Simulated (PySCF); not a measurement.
Pb(H)(NH2) (H3NPb), SMILES [NH2][PbH] (connectivity only; charge and spin as stated), neutral, multiplicity 1. Atoms are numbered in the order given.

```xyz
5

Pb     0.0229     0.2202     0.0000
H     -1.8412     0.2656     0.0000
N     -0.0037    -1.9094     0.0000
H     -0.8402    -2.4738     0.0000
H      0.8272    -2.4826     0.0000
```
Charge 0, spin multiplicity 1.

Geometry optimised at B3LYP-D3(BJ)/def2-TZVP. The def2 effective core potentials stand for the cores of Pb; spin–orbit coupling is left out.

Vertical ionisation energy (IE) and electron affinity (EA) in eV. Rows of orbital energies are one-electron estimates. Where ΔSCF, EOM or ADC give a negative EA the extra electron is unbound and the value depends on the basis.

| level | IE | EA |
|---|---|---|
| −ε(HOMO), −ε(LUMO), ωB97X/def2-TZVPD (PySCF) | 8.89 | 0.26 |
| −ε(HOMO), −ε(LUMO), r2SCAN/def2-TZVPD (PySCF) | … | … |

### Question
Some entries are withheld; supply them. (An estimate is asked for; the answer gives what the named calculation found.)

### Answer

- −ε(HOMO), −ε(LUMO), r2SCAN/def2-TZVPD (PySCF), IE: 5.93
- −ε(HOMO), −ε(LUMO), r2SCAN/def2-TZVPD (PySCF), EA: 2.52
